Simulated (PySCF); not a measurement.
Assignment exercise: C$_{7}$H$_{10}$F$_{2}$Si

Bonds (- single, = double, # triple, : aromatic): C1-C2, C2-Si3, Si3-F4, C2-C5, C5=C6, C6-C7, C7-F8, C7=C9, C9-C10, C10-C2. C1 carries H11, H12, H13; Si3 carries H14, H15; C5 carries H16; C6 carries H17; C9 carries H18; C10 carries H19, H20. Stereochemistry as in C[C@]1([SiH2]F)C=CC(F)=CC1. H15, H20 are pro-R; H14, H19 are pro-S.

Level of theory: GIAO PBE0/pcSseg-1 shieldings, geometry: GFN2-xTB, in PySCF 2.14 (non-relativistic Hamiltonian, gas phase, averaged over atoms made equivalent by symmetry, fast rotation or ring inversion, one computed conformer).

Referencing at the same level of theory: TMS for 13C (σref 186.93), 1H (σref 31.72).

(1) Assign these signals to the numbered atoms. 13C{1H} NMR (computed): δ 169.2, 142.8, 128.8, 107.9, 33.3, 32.1, 24.4.

(2) Assign these signals to the numbered atoms. 1H NMR (400 MHz, computed): δ 6.15 (m, 1H), 5.67 (m, 1H), 5.38 (m, 1H), 5.13 (m, 1H), 4.54 (m, 1H), 2.52 (m, 1H), 2.46 (m, 1H), 1.36 (s, 3H).

## Answers

(1) 
169.2 → C7, fully substituted alkene carbon
142.8 → C5, alkene CH: the olefinic region
128.8 → C6, alkene CH
107.9 → C9, alkene CH
33.3 → C10, allylic sp3 CH2: saturated and bonded to C and H only
32.1 → C2, allylic fully substituted sp3 carbon bonded to Si
24.4 → C1, methyl carbon: aliphatic region, no heteroatom directly attached

C10 and C2 lie closer than the usual error of such a calculation, so a measured spectrum could show them in the other order.

(2) 
| δ (ppm) | atoms | environment | reason |
| --- | --- | --- | --- |
| 6.15 | H17 | hydrogen on an alkene CH | a vinylic proton, deshielded by the sp2 carbon and the C=C anisotropy |
| 5.67 | H16 | hydrogen on an alkene CH | – |
| 5.38 | H18 | hydrogen on an alkene CH | – |
| 5.13 | H14 | hydrogen on a silicon bonded to C, F | – |
| 4.54 | H15 | hydrogen on a silicon bonded to C, F | – |
| 2.52 | H19 | hydrogen on an allylic sp3 CH2 | allylic position |
| 2.46 | H20 | hydrogen on an allylic sp3 CH2 | – |
| 1.36 | H11/H12/H13 | hydrogen on a methyl carbon | – |

H19 and H20 lie closer than the usual error of such a calculation, so a measured spectrum could show them in the other order.

Splittings by 19F in the carbon and heteronuclear signals aren't shown, as no couplings were computed. Shifts are as computed. Against solution values, carbons near 30 ppm lie about +3 ppm off and those near 130 ppm about +5 ppm. Of 1309 compounds with measured shifts, 239 miss one by over three times the rms of a fit or turn the order of signals round; such compounds aren't used in these exercises. Multiplicities follow the n + 1 count of equivalent neighbours, as no J values were calculated; m marks all less simple cases, F and P coupling included.
